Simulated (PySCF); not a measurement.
C₂H₇AlO₂Si, SMILES [OH][Al]([OH])/[CH]=C/[SiH3]. Heavy atoms are numbered as in [SiH3:1]/[CH:2]=[CH:3]/[Al:4]([OH:5])[OH:6]. Hydrogens are named by the atom that carries them.

The structure is a stationary point at r2SCAN-D4/def2-SVP. The structure was generated by enumeration; whether it is a known compound was not checked. Other conformers were not sampled.

Calculation: PBE0/def2-TZVP in PySCF.

ESP charges are fitted to the potential on shells at 1.4 to 2.0 van der Waals radii. Atomic charges (e), one atom of each kind:

| atom | Mulliken | Löwdin | ESP fit | meta-Löwdin |
|---|---|---|---|---|
| Si1 (SiH3) | 0.17 | 0.26 | 0.16 | 0.46 |
| C2 (CH) | -0.22 | -0.29 | -0.25 | -0.30 |
| C3 (CH) | -0.31 | -0.26 | -0.28 | -0.39 |
| Al4 | 0.64 | -0.02 | 1.01 | 1.13 |
| O5 (OH) | -0.56 | -0.12 | -0.83 | -0.79 |
| H on Si1 | -0.03 | -0.03 | -0.04 | -0.09 |
| H on C2 | 0.15 | 0.15 | 0.18 | 0.13 |
| H on C3 | 0.13 | 0.15 | 0.13 | 0.12 |
| H on O5 | 0.31 | 0.18 | 0.42 | 0.35 |
